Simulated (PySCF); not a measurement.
F₄V, doublet, at a GFN2-xTB geometry (such geometries of metal compounds can be far from the true shape) (the multiplicity is a formal guess); PySCF with SVWN5/def2-SVP.

PySCF was given this input:
```python
from pyscf import gto, scf, dft

mol = gto.Mole()
mol.atom = '''
    V    -0.00000000    0.00000000    0.00000000
    F     0.75441976    0.94774271   -1.10596620
    F     0.39850250   -1.08701205    1.16194974
    F    -0.66330498   -1.06340261   -1.05817203
    F    -0.48961727    1.20267195    1.00218849
'''
mol.basis = 'def2-svp'
mol.spin = 1
mol.verbose = 5
mol.build()

mf = dft.ROKS(mol)
mf.xc = 'lda,vwn'
mf.kernel()
```

### Question
Predict the main parts of the log of this PySCF run.

### Answer

```
PySCF version 2.14.0

[INPUT] verbose = 5
[INPUT] max_memory = 4000
[INPUT] num. atoms = 5
[INPUT] num. electrons = 59
[INPUT] charge = 0
[INPUT] spin (= nelec alpha-beta = 2S) = 1
[INPUT] symmetry False subgroup None
[INPUT] Mole.unit = angstrom
[INPUT] Symbol           X                Y                Z      unit          X                Y                Z       unit  Magmom
[...]
[INPUT] ---------------- BASIS SET ----------------
[INPUT] l, kappa, [nprim/nctr], expnt,             c_1 c_2 ...
[INPUT] V
[...]
                                7081.4110871      0.011106435251
                                1611.1621223      0.055005423585
                                454.72940551      0.19060252591
                                147.71321208      0.38435022957
                                50.69953895       0.29095546792
[...]
                                11.294293099      0.64539490399
                                4.5853360105      0.47117880777
[...]
                                1.2539836689      0.72594852764
                                0.53271935387     0.45560582748
[...]
                                136.52341127      0.071531241137
                                42.98395882       0.27197688414
                                15.282798763      0.52618988893
                                5.6202495154      0.34452533498
[...]
                                1.0618550073      0.5798399612
                                0.40235518645     0.23911643083
[...]
                                7.4540604253      0.13995311726
                                2.4633917847      0.35751066639
                                0.82480925277     0.48488354148
[...]
[INPUT] F
[...]
                                435.4193912       -0.039904258866
                                98.843328866      -0.17912768038
                                27.485198001      -0.46758090825
                                8.5405498171      -0.4465313102
[...]
                                4.9872339257      -0.23754317067
                                1.3491613954      -0.51287353587
[...]
nuclear repulsion = 364.735358220646
number of shells = 35
number of NR pGTOs = 169
number of NR cGTOs = 87
basis = def2-svp
ecp = {}

******** <class 'pyscf.dft.roks.ROKS'> ********
method = ROKS
initial guess = minao
damping factor = 0
level_shift factor = 0
DIIS = <class 'pyscf.scf.diis.CDIIS'>
diis_start_cycle = 1
diis_space = 8
diis_damp = 0
SCF conv_tol = 1e-09
[...]
  2.97309170e+00  3.06130542e+00  3.07092966e+00  3.09171059e+00
  3.28035390e+00  3.28057177e+00  3.28057207e+00  3.28981680e+00
  3.32309589e+00  3.32309756e+00  3.42107568e+00]
nelec by numeric integration = [30.00000921 29.00000909]
E1 = -2578.402548520028  E2 = 875.1621166887156  Ecoul = 957.683959433825  Exc = -82.52184274510937
cycle= 12 E= -1338.50507361067  delta_E= -1.36e-12  |g|= 2.41e-06  |ddm|= 2.04e-05
[...]
                  Roothaan           | alpha              | beta
  Highest 2-occ = -0.370841857848311 | -0.371491217231751 | -0.370192498464868
  Lowest 0-occ =  -0.157934650890795 | -0.165460286890364 | -0.150409014853147
  1-occ =          -0.17641395126218 | -0.199001684538529 | -0.153826191437118
  Roothaan mo_energy =
[-1.95227992e+02 -2.41204276e+01 -2.41204220e+01 -2.41203930e+01
 -2.41202640e+01 -2.18704479e+01 -1.85000321e+01 -1.85000305e+01
 -1.84898064e+01 -2.57102716e+00 -1.68115868e+00 -1.68115626e+00
 -1.64063829e+00 -1.06949007e+00 -1.06092220e+00 -1.03783075e+00
 -1.03782903e+00 -4.82643842e-01 -4.74436666e-01 -4.50418849e-01
 -4.50417359e-01 -4.49483065e-01 -4.09204529e-01 -4.08716591e-01
 -4.07368413e-01 -4.07367514e-01 -3.81301306e-01 -3.81299042e-01
 -3.70841858e-01 -1.76413951e-01 -1.57934651e-01 -1.37499324e-01
 -1.37497051e-01 -4.69326410e-02 -7.54894499e-03  1.03614584e-01
  1.53149748e-01  1.90113413e-01  1.90113977e-01  6.53103926e-01
  6.53104609e-01  6.62340372e-01  7.05068636e-01  7.15688958e-01
  1.01418202e+00  1.02188819e+00  1.02189212e+00  1.10471014e+00
  1.10471448e+00  1.12837335e+00  1.17412499e+00  1.17879494e+00
  1.19438425e+00  1.25154524e+00  1.25155173e+00  1.25225738e+00
  1.47175085e+00  1.51382435e+00  1.54910186e+00  1.54910511e+00
  1.95313052e+00  1.97297168e+00  1.97297243e+00  1.99407195e+00
  1.99407229e+00  2.07982588e+00  2.19220794e+00  2.92385134e+00
  2.92385463e+00  2.92570809e+00  2.92766173e+00  2.92784107e+00
  2.93023264e+00  2.93024476e+00  2.93280415e+00  2.97307603e+00
  2.97309174e+00  3.06130544e+00  3.07092966e+00  3.09171057e+00
  3.28035387e+00  3.28057174e+00  3.28057206e+00  3.28981676e+00
  3.32309582e+00  3.32309752e+00  3.42107568e+00]
nelec by numeric integration = [30.00000921 29.00000909]
E1 = -2578.4025840172617  E2 = 875.1621521859597  Ecoul = 957.6839945299079  Exc = -82.52184234394817
Extra cycle  E= -1338.50507361066  delta_E= 1.05e-11  |g|= 5.85e-06  |ddm|= 3.03e-05
converged SCF energy = -1338.50507361066
```
